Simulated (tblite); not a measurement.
Compound: C₅H₆O₂.
Bonds: C1–C2 (double), C2–C3, C3–O4 (double), C3–C5, C5–C6, C6–O7 (double). Hydrogens: H8, H9 on C1; H10 on C2; H11, H12 on C5; H13 on C6.

Computed with GFN2-xTB (tblite), gas phase: nudged elastic band of 9 images (0 to 8), spring 0.2 eV/Å², climbing image at the end, force threshold 0.05 eV/Å. The top image wasn't refined or checked by frequencies; at this threshold it can lie a kcal/mol or more above the true saddle point of the method.

The band describes a rotation about C3–C5 (ketone carbonyl carbon, sp3 carbon next to a carbonyl), followed by the dihedral C2–C3–C5–C6, from the optimised start (-73°) to a second optimised geometry at 72°.

**Question.** Give the energy profile along the converged band.

**Answer.** 
```csv
image,dihedral (°),E (kcal/mol),C3–C5 (Å),C2···C6 (Å),largest true force (eV/Å)
0,-73,0.00,1.533,3.06,0.01
1,-55,0.46,1.535,2.96,0.03
2,-38,1.42,1.535,2.90,0.04
3,-21,2.04,1.533,2.84,0.05
4,-2,2.57,1.534,2.81,0.03
5,17,2.82,1.535,2.82,0.02
6,36,2.64,1.534,2.87,0.02
7,56,2.00,1.532,2.96,0.05
8,72,1.32,1.527,3.10,0.01
```

Barriers of this band. The top is image 5 at 17°: 2.82 kcal/mol forward and 1.50 kcal/mol back; the end lies 1.32 kcal/mol above the start. The central bond is 0.002 Å longer at the top than at the start.

Other torsions move too; by image: C3–C5–C6–O7 (88, 89, 95, 102, 98, 88, 87, 93, 117°).

**Question.** What rate follows at 350 K for crossing this barrier forward?

**Answer.** Taking the electronic barrier for the free energy of activation (no zero-point or entropy terms, transmission 1), rate = (kT/h)·exp(−ΔE/kT) ≈ 1 × 10^11 s⁻¹, whose inverse is 8 × 10^-12 s. An error of 1 kcal/mol in the barrier changes this by a factor of 4, and the method and the loose band can each miss by that much or more.

**Question.** How would the two end points share their population at 350 K, from these energies alone?

**Answer.** exp(−ΔE/kT) with ΔE = 0.057 eV gives 0.15 for the higher one (end) against 1 for the lower, without vibrational, rotational or degeneracy terms. GFN2-xTB can put conformers this close in the wrong order.

**Question.** How long is the path, and how are the images spaced?

**Answer.** Cartesian distances between aligned neighbours (all atoms, Å): 0.67, 0.69, 0.72, 0.69, 0.68, 0.70, 0.80, 0.93; the sum is 5.88 Å, and the top lies 59 % of the way along.

What follows is the cost of the whole band run. Time: 5.2 s of wall time; peak memory 0.18 GiB. Hardware: one thread, Arm Neoverse N1 (aarch64), shared host with 64 logical CPUs at a one-minute load of 54.
